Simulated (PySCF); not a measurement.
C₅H₅O₂S (doublet state).
Atom-mapped SMILES: `[CH:1]#[C:2][C@H:3]1[CH:4][CH2:5][S:6]1(=[O:7])=[O:8]` (hydrogens: H9 on C1; H10 on C3; H11 on C4; H12, H13 on C5)

Structure used (GFN2-xTB), in Å, numbered top down from 1:
```
atom  x, y, z in Å
C1     2.9029    0.6259   -0.2160
C2     1.8342    0.0822   -0.1937
C3     0.5369   -0.4994   -0.1667
C4    -0.2287   -0.4585    1.0706
C5    -1.6355   -0.3751    0.6865
S6    -1.0160    0.4167   -0.9293
O7    -1.5415   -0.1837   -2.1295
O8    -0.9539    1.8489   -0.8482
H9     3.8455    1.0857   -0.2411
H10    0.4820   -1.4342   -0.7275
H11    0.1606    0.0114    1.9576
H12   -2.1019   -1.3073    0.3759
H13   -2.2890    0.1879    1.3435
```

Theory: UKS B3LYP, pcH-1 on C H O S, non-relativistic, mean-field spin-orbit, GIAO in PySCF 2.14.0. One conformer (not necessarily the lowest) at the GFN2-xTB geometry, without solvent, vibrations or thermal averaging. The geometry wasn't refined by DFT: couplings that depend on bond lengths, twists or pyramidal angles can differ widely from those at the functional's own minimum. Stability of the SCF solution: not tested.

Predict the first-order ENDOR lines of H12, H10, H11, H13 and H9 under fast tumbling at B = 338.9 mT (X band).

ν± = |νn ± a/2|, one line for each electron-spin manifold; νn = |g_N| × 7.62259 MHz/T × B.

```
nuclei  isotope     g_N  νn (MHz)  a_iso (MHz)  lower line (MHz)  upper line (MHz)
   H12       1H  5.5857     14.43       104.63             37.88             66.74
   H10       1H  5.5857     14.43       104.38             37.76             66.62
   H11       1H  5.5857     14.43       -50.13             10.63             39.49
   H13       1H  5.5857     14.43        29.62              0.38             29.24
    H9       1H  5.5857     14.43         1.69             13.59             15.27
```

Which pairs are centred on the nuclear Larmor frequency, and which on half the coupling?

Centred on νn, since |a| < 2νn: H9. Centred on |a|/2 and split by 2νn: H12, H10, H11 and H13.

At what field would the lower line of H10 fall to zero frequency?

Where νn = |a|/2, that is B = 52.19 MHz/(5.5857 × 7.62259 MHz/T) = 1230 mT, as far as first order holds there.

The Mulliken spin populations are largest on C4 (+0.95), S6 (+0.09), C3 (-0.09) and C5 (-0.08). No atom but C4 exceeds +0.15. The angles at C4 add up to 350.7°, so it is slightly pyramidal.
